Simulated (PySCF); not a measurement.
A PySCF script (with the pyscf-properties extension) for the NMR shieldings of SMILES CC(C)[C@@H](C)[C@@H]1C[SiH2]1, C7H16Si, on a GFN2-xTB geometry:

```python
import basis_set_exchange as bse
import numpy as np
from pyscf import gto, dft
from pyscf.prop import nmr

atoms = """
C    -1.887680   -1.096784    0.015752
C    -1.127396    0.135906   -0.467387
C    -2.033271    1.364287   -0.394562
C     0.200141    0.368570    0.282513
C     0.048772    0.384776    1.804394
C     1.245105   -0.654667   -0.113572
C     2.720480   -0.265297    0.060007
Si    2.207707   -0.526211   -1.731064
H    -1.252863   -1.978551   -0.001058
H    -2.742006   -1.283383   -0.631666
H    -2.258372   -0.950128    1.027036
H    -0.860692   -0.023189   -1.520441
H    -1.511964    2.251219   -0.748163
H    -2.363591    1.543274    0.625689
H    -2.916059    1.217930   -1.013037
H     0.568736    1.353966   -0.028424
H     1.000933    0.646308    2.261746
H    -0.243198   -0.594691    2.175096
H    -0.692528    1.115162    2.119745
H     1.014280   -1.647552    0.259291
H     3.349722   -0.984460    0.565942
H     2.900221    0.737586    0.423325
H     2.614371   -1.745010   -2.406279
H     2.007419    0.650705   -2.557327
"""
names = dict.fromkeys(["C", "Si", "H"], "pcSseg-1")
basis = {el: gto.basis.parse(bse.get_basis(n, elements=[el], fmt="nwchem")) for el, n in names.items()}
mol = gto.M(atom=atoms, basis=basis, charge=0, verbose=0)
mf = dft.RKS(mol, xc="PBE0")
mf.grids.level = 2
mf.grids.alignment = dft.numint.BLKSIZE   # the property module wants whole blocks of grid points
mf.conv_tol = 1e-9
mf.kernel()

calc = nmr.RKS(mf)   # GIAO
C = mf.mo_coeff
Co = C[:, mf.mo_occ > 0]
resp = mf.gen_response(singlet=True, hermi=2)
def vind(x):   # induced exchange potential for any number of trial vectors
    d = np.einsum("pi,xij,qj->xpq", C, 2 * x.reshape(-1, C.shape[1], Co.shape[1]), Co, optimize=True)
    return np.einsum("xpq,pi,qj->xij", resp(d - d.transpose(0, 2, 1)), C, Co, optimize=True).ravel()
mo1, _ = nmr.rhf.solve_mo1(calc, with_cphf=vind)
sigma = calc.kernel(mo1)
for i, s in enumerate(sigma):   # ppm
    print("%2d %-2s %9.2f" % (i, mol.atom_pure_symbol(i), np.trace(s) / 3))
```

Task: What are the results?

Result: 
```
 0 C     169.62
 1 C     146.15
 2 C     162.33
 3 C     139.96
 4 C     171.16
 5 C     165.34
 6 C     184.34
 7 Si    498.38
 8 H      30.56
 9 H      30.80
10 H      31.01
11 H      29.96
12 H      30.90
13 H      30.74
14 H      30.65
15 H      31.27
16 H      30.43
17 H      30.96
18 H      30.62
19 H      30.68
20 H      30.83
21 H      31.42
22 H      29.16
23 H      29.39
```

These numbers come from an equivalent density-fitted implementation of the same equations, which agrees with the script to about 0.01 ppm for H and up to a few tenths of a ppm for heavy atoms, so last digits may differ.

Task: Turn these shieldings into chemical shifts. Scale: ¹³C (σref 186.93) and ²⁹Si (σref 349.16) and ¹H (σref 31.72) against TMS (reference shieldings calculated alike).

Result: Averaging equivalent atoms: C 3: 47.0; C 1: 40.8; C 2: 24.6; C 5: 21.6; C 0: 17.3; C 4: 15.8; C 6: 2.6; Si 7: -149.2; H 22: 2.55; H 23: 2.33; H 11: 1.76; H 16/17/18: 1.04; H 19: 1.03; H 12/13/14: 0.96; H 8/9/10: 0.92; H 20: 0.88; H 15: 0.44; H 21: 0.30 ppm. 

Size and cost of the density-fitted run: 223 basis functions, 45 s wall time on 1 thread of an Arm Neoverse V1, shared host; peak memory 1 GiB.
